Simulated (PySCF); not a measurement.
SMILES F[SiH](F)[SiH](Cl)Cl (H2Cl2F2Si2), PBE0/def2-SVP optimised geometry.

```
8

Si    -1.49    -2.00     1.82
F     -3.10    -1.99     1.87
F     -0.96    -1.31     3.18
Si    -0.79    -0.70     0.00
Cl     1.27    -0.70     0.00
Cl    -1.50    -1.64    -1.70
H     -1.02    -3.41     1.78
H     -1.27     0.70     0.00
```

Density from PBE0/def2-TZVP run with PySCF at that geometry.

Minimum of the electron density along straight lines between bonded atoms, close to the bond critical point (lines longer than 1.1 times the sum of covalent radii, or with two minima, are not listed):

```tsv
bond	length / Å	ρ at the minimum / e bohr⁻³	∇²ρ there / e bohr⁻⁵	position (fraction from the first atom)
Si1–F2	1.617	0.134	0.92	0.42
Si1–F3	1.616	0.134	0.92	0.42
Si1–Si4	2.338	0.103	___	0.50
Si4–Cl5	2.063	0.098	0.22	0.36
Si4–Cl6	2.064	0.098	0.22	0.36
Si1–H7	1.483	0.128	0.13	0.49
Si4–H8	1.485	0.126	0.13	0.49
```

Q: Some entries are withheld; supply them.

A: 
- Si1–Si4, ∇²ρ there / e bohr⁻⁵: -0.20
